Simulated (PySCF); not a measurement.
A PySCF script (with the pyscf-properties extension) for the NMR shieldings of SMILES N[SiH2]N([SiH3])BC1CC1, C3H13BN2Si2, on a GFN2-xTB geometry:

```python
import basis_set_exchange as bse
import numpy as np
from pyscf import gto, dft
from pyscf.prop import nmr

atoms = """
N    -3.011928    1.573438    0.385143
Si   -2.248064    0.252083    1.181681
N    -0.872276   -0.192552    0.179523
Si   -1.196673   -0.774448   -1.438483
B     0.443062   -0.057757    0.673927
C     1.705866   -0.312535   -0.200856
C     2.977991   -0.836255    0.430913
C     2.918995    0.577600   -0.022062
H    -3.111232    1.547518   -0.616983
H    -3.831942    1.979777    0.804373
H    -1.820116    0.762551    2.476687
H    -3.051174   -0.973712    1.335902
H    -0.543282   -2.069222   -1.638876
H    -2.647436   -0.950714   -1.568575
H    -0.747755    0.215413   -2.423554
H     0.590465    0.272168    1.792698
H     1.556323   -0.643544   -1.224712
H     3.575361   -1.537129   -0.134227
H     2.965956   -1.032642    1.492613
H     2.866399    1.352293    0.728126
H     3.472539    0.864611   -0.904322
"""
names = dict.fromkeys(["N", "Si", "B", "C", "H"], "pcSseg-1")
basis = {el: gto.basis.parse(bse.get_basis(n, elements=[el], fmt="nwchem")) for el, n in names.items()}
mol = gto.M(atom=atoms, basis=basis, charge=0, verbose=0)
mf = dft.RKS(mol, xc="PBE0")
mf.grids.level = 2
mf.grids.alignment = dft.numint.BLKSIZE   # the property module wants whole blocks of grid points
mf.conv_tol = 1e-9
mf.kernel()

calc = nmr.RKS(mf)   # GIAO
C = mf.mo_coeff
Co = C[:, mf.mo_occ > 0]
resp = mf.gen_response(singlet=True, hermi=2)
def vind(x):   # induced exchange potential for any number of trial vectors
    d = np.einsum("pi,xij,qj->xpq", C, 2 * x.reshape(-1, C.shape[1], Co.shape[1]), Co, optimize=True)
    return np.einsum("xpq,pi,qj->xij", resp(d - d.transpose(0, 2, 1)), C, Co, optimize=True).ravel()
mo1, _ = nmr.rhf.solve_mo1(calc, with_cphf=vind)
sigma = calc.kernel(mo1)
for i, s in enumerate(sigma):   # ppm
    print("%2d %-2s %9.2f" % (i, mol.atom_pure_symbol(i), np.trace(s) / 3))
```

Q: What does it print?

A: 
```
 0 N     249.80
 1 Si    367.07
 2 N     159.81
 3 Si    409.53
 4 B      49.12
 5 C     178.41
 6 C     180.49
 7 C     180.73
 8 H      31.21
 9 H      31.63
10 H      26.68
11 H      26.24
12 H      26.72
13 H      27.07
14 H      26.78
15 H      26.87
16 H      31.52
17 H      30.90
18 H      31.12
19 H      31.11
20 H      30.88
```

These numbers come from an equivalent density-fitted implementation of the same equations, which agrees with the script to about 0.01 ppm for H and up to a few tenths of a ppm for heavy atoms, so last digits may differ.

Size and cost of the density-fitted run: 215 basis functions, 68 s wall time on 1 thread of an Arm Neoverse N1, shared host; peak memory 0.88 GiB.
